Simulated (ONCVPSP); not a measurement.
chromium (Cr): one change to an ONCV potential, before and after

```
Element                 : Cr
Generator               : ONCVPSP 4.0.1
Type                    : optimised norm-conserving Vanderbilt (ONCV)
Functional              : PW91
Relativity              : scalar-relativistic
Frozen core             : [Ar]
Valence charge          : 6
Reference configuration : 3d4 (charge +2)
Partial waves           : s scattering state at 0.1 Ha: rc 2.25 bohr, ncon 3, nbas 6, qcut 2.4 1/bohr, 2 projectors, debl 0.4 Ha; p scattering state at 0.03 Ha: rc 2.10 bohr, ncon 3, nbas 7, qcut 3.3 1/bohr, 1 projector; 3d: rc 2.20 bohr, ncon 3, nbas 8, qcut 6.3 1/bohr, 2 projectors, debl 1.1 Ha
Local potential         : polynomial inside 1.50 bohr (lpopt 1, dvloc0 -1 Ha)
Core correction         : none
```

In the s channel the program set the typed energies aside and used 0.050, 0.450 Ha. In the p channel the program set the typed energies aside and used 0.050 Ha.

All-electron outer shells of the reference configuration (PW91, scalar-relativistic, ld1.x):

```tsv
shell	level (eV)	outermost node (bohr)	outermost maximum (bohr)
3d	-22.94	–	0.82
```

Change: s: qcut 2.2.

Cutoffs: the cutoffs (Ha) at which the residual kinetic energy of the hardest occupied pseudo-wave falls to 1 and 0.1 mHa per electron; they do not see the model core or the augmentation charge, which bear on the density cutoff. Errors are all-electron minus pseudo energies relative to the spin-unpolarised reference configuration.

Problem. How do hardness, ghosts and transferability respond?

Solution. The potential gets neither clearly harder nor softer (17 Ha and 19 Ha → 17 Ha and 19 Ha); the errors of the 3 common tests hardly move; neither file shows a bound ghost.

```tsv
quantity	base	changed
cutoff, loose	17 Ha	17 Ha
cutoff, tight	19 Ha	19 Ha
bound ghosts	none	none
GHOST(+) flags under 300 eV	s at 28.6 eV	s at 32.2 eV
tests with a reliable result	3 of 4	3 of 4
error for 3d5 4s1, meV [ΔE -23.06 eV]	+251	+244
error for 3d5, meV [ΔE -16.13 eV]	+140	+140
error for 3d3, meV [ΔE 30.85 eV]	+365	+365
s: phases at 2.28 bohr within 0.05 rad from the reference energy up to (Ha; the scan ends near 5)	1.0	1.2
p: phases at 2.13 bohr within 0.05 rad from the reference energy up to (Ha; the scan ends near 5)	0.6	0.6
d: phases at 2.23 bohr within 0.05 rad from the reference energy up to (Ha; the scan ends near 5)	3.4	3.4
```
